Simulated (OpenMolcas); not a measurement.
# Exact exchange and the vertical ionisation energy of C2H7AlO

C2H7AlO: 11 atoms, total charge 0, spin state singlet. As SMILES, `C[CH2][AlH][OH]`. The shape is that of a PBE0-D4/def2-TZVP optimisation. This is one conformer, not always the lowest.

The vertical ionisation energy (to the doublet cation) y, in eV, basis 6-31G(d); a is the functional's share of exact exchange. Programs: OpenMolcas 26.06.

| functional | program | a | y (eV) |
| --- | --- | --- | --- |
| BLYP | OpenMolcas | 0 | 9.02 |
| revPBE | OpenMolcas | 0 | 9.12 |
| B3LYP | OpenMolcas | 0.2 | ? |
| PBE0 | OpenMolcas | 0.25 | 9.52 |
| BHLYP | OpenMolcas | 0.5 | 9.70 |

Q: Fit y = c + s·a to the known rows and predict B3LYP.

A: 
1. Means of the 4 rows: a = 0.1875, y = 9.340.
2. Σ(Δa)² = 0.17188, Σ(Δa·Δy) = 0.225, so the slope is 0.225/0.17188 = 1.3091.
3. Intercept: 9.340 − (1.3091) × 0.1875 = 9.095. The largest residual of the fit is 0.098.
4. B3LYP: 9.095 + (1.3091) × 0.2 = 9.36 eV.

The run gave 9.49 eV, so the prediction is off by -0.13 eV, more than the largest residual. The rows mix families of semi-local functionals, which the line can't see.
